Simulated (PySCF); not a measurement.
From one molecule to another.

First species: C6H16N2.
InChI=1S/C6H16N2/c1-3-6(2,8)4-5-7/h3-5,7-8H2,1-2H3/t6-/m1/s1

Second species: chlorotrifluoromethane, CClF₃.
Numbering: `[F:1][C:2]([F:3])([F:4])[Cl:5]`

Geometry (GFN2-xTB, Å), atoms numbered from 1 in this order:
```
atom  x, y, z in Å
F1    -0.493   -0.806   -0.967
C2    -0.072    0.006   -0.012
F3    -0.407    1.242   -0.344
F4    -0.703   -0.307    1.107
Cl5    1.685   -0.132    0.199
```

Levels: PBE0/pcSseg-1 for HOMO energy, LUMO energy and HOMO–LUMO gap. Geometries: GFN2-xTB. Each structure is a single optimised conformer of the isolated species, non-relativistic unless stated. Electronic properties by PySCF.

Values for the first species:

```
HOMO energy   : -5.95 eV
LUMO energy   : 1.06 eV
HOMO–LUMO gap : 7.01 eV
```

**Question.** Estimate the same properties for the second species, and the change in each.

**Answer.** 
| property | first | second | second less first |
| --- | --- | --- | --- |
| HOMO energy | -5.95 eV | -10.13 eV | -4.18 eV |
| LUMO energy | 1.06 eV | 0.02 eV | -1.04 eV |
| HOMO–LUMO gap | 7.01 eV | 10.15 eV | +3.14 eV |

